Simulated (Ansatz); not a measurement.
`[SiH3][N]([SiH3])[Ag]` + CH₃SH → `C[S][Ag]` + `[SiH3]N[SiH3]`  (ligand exchange at the Ag–N bond)

Gas-phase electronic energies from Ansatz, PBE0-D4/def2-TZVP geometries. CCSD(T)/CBS adds triple-zeta CCSD(T) − MP2 to the extrapolated MP2 energy (def2 sets, frozen cores). This one scheme is used for every species. DFT in def2-TZVPP. B3LYP here is the variant with VWN-RPA as its local correlation; programs differ in this. def2 core potentials past Kr. For Ag outer-core shells are correlated without core-valence functions, which leaves a few kJ/mol of doubt a bond.

`[SiH3][N]([SiH3])[Ag]`:

Cartesian coordinates in Å:
```
Si -0.008 0.081 1.549
N -0.203 -0.488 -0.046
Si 0.092 0.327 -1.514
Ag -0.571 -2.502 -0.219
H -1.157 -0.316 2.418
H 1.211 -0.452 2.232
H 0.090 1.571 1.555
H -0.995 0.079 -2.508
H 0.183 1.798 -1.276
H 1.357 -0.097 -2.192
```

CH₃SH:

Cartesian coordinates in Å:
```
C -0.053 -0.467 0.144
S 0.732 1.160 0.112
H -1.078 -0.409 0.508
H 0.529 -1.071 0.840
H -0.026 -0.943 -0.835
H -0.103 1.730 -0.769
```

`C[S][Ag]`:

Z-matrix (Å, degrees):
```
C
S 1 1.816
H 1 1.089 2 112.1
H 1 1.092 2 106.3 3 118.1
H 1 1.090 2 112.1 3 -123.9
Ag 2 2.314 1 104.3 3 62.1
```

`[SiH3]N[SiH3]`:

Cartesian coordinates in Å:
```
Si -0.935 1.250 0.039
N 0.412 0.239 0.417
Si 0.787 -1.336 -0.180
H -1.899 0.432 -0.736
H -0.547 2.439 -0.771
H -1.584 1.756 1.279
H 1.105 0.648 1.029
H -0.399 -1.820 -0.928
H 1.094 -2.269 0.939
H 1.967 -1.338 -1.089
```

Problem. Is it downhill or uphill in electronic energy at CCSD(T)/CBS, and by how much? (An estimate is asked.)

Solution. Ansatz gave: Downhill: ΔE = -0.82 eV.

Problem. What do these levels give: PBE-D4, BLYP-D4, BHLYP-D4, r2SCAN, B3LYP, r2SCANh, RPA@PBE/def2-TZVPP, CCSD(T)/def2-SVP, HF/def2-TZVPP, CCSD/def2-TZVPP, HF/def2-QZVPP, MP2/CBS(def2)? (Estimate.)

Solution. Computed: PBE-D4 -0.91, BLYP-D4 -0.88, BHLYP-D4 -0.84, r2SCAN -0.89, B3LYP -0.95, r2SCANh -0.89, RPA@PBE/def2-TZVPP -0.67, CCSD(T)/def2-SVP -0.69, HF/def2-TZVPP -0.84, CCSD/def2-TZVPP -0.73, HF/def2-QZVPP -0.84, MP2/CBS(def2) -0.82 eV.

Largest T1 diagnostic among the species: 0.022, so the coupled-cluster value is less sure than usual.

The D4 term adds +0.07 eV with B3LYP and +0.04 eV with PBE0; it sums over pairs of atoms, weighted by their polarisabilities, and B3LYP, whose exchange is more repulsive, gets the larger term. At CCSD(T), def2-SVP lies +0.13 eV from the extrapolated value and def2-TZVPP +0.10 eV.
